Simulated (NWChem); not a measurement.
Molecule: InHClF; SMILES [F][InH][Cl]

```xyz
4

In    -0.2694    -0.4463     0.0000
H     -1.8349    -1.1442     0.0000
F      1.3807    -1.5278     0.0000
Cl     0.2757     1.8442     0.0000
```
Atoms are numbered in this order, from 1.

Level: PBE-D3(BJ)/def2-SVP with def2 effective core potentials on In (NWChem), optimised geometry, unscaled harmonic frequencies. def2 effective core potentials on In; no spin-orbit coupling.

| frequency (cm⁻¹) | IR intensity (km/mol) |
|---|---|
| 126 | 14.5 |
| 359 | 61.5 |
| 366 | 36.5 |
| 418 | 59.9 |
| 592 | 37.1 |
| 1804 | 67.8 |

| Quantity | Value |
|---|---|
| zero-point energy | 5.2 kcal/mol |
| thermal correction to the enthalpy at 298.15 K (with zero-point energy) | 8.8 kcal/mol |
| heat capacity Cv | 13.5 cal/(mol K) |
| entropy at 298.15 K and 1 atm (symmetry number 1) | 74.0 cal/(mol K) |

Rigid rotor and harmonic oscillator.
